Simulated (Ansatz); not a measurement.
CHO2 (SMILES O=[C]O) moved off its minimum; all values from Ansatz (a quantum-chemistry and plane-wave program), cores frozen in correlated methods. Open shells are unrestricted.
(charge 0, multiplicity 2)
```xyz
4

O      0.89960    -0.81541    -0.18418
C      0.30066     0.26525     0.24197
O     -0.99056     0.53260    -0.00789
H     -1.44028    -0.31960    -0.35060
```

Forces at PBE/def2-TZVPP (eV/Å):

```csv
atom,Fx,Fy,Fz
O1,-2.340,5.101,2.366
C2,1.488,-5.426,-2.954
O3,0.059,-0.909,0.261
H4,0.794,1.234,0.326
```

Task: Give the forces (eV/Å), the total energy and the dipole at CCSD(T)/cc-pVTZ.

Result: 
```csv
atom,Fx,Fy,Fz
O1,-2.579,5.507,2.514
C2,1.678,-5.895,-3.120
O3,-0.262,-1.302,0.056
H4,1.163,1.690,0.550
```
Energy -188.8124 hartree, dipole 2.07 D.
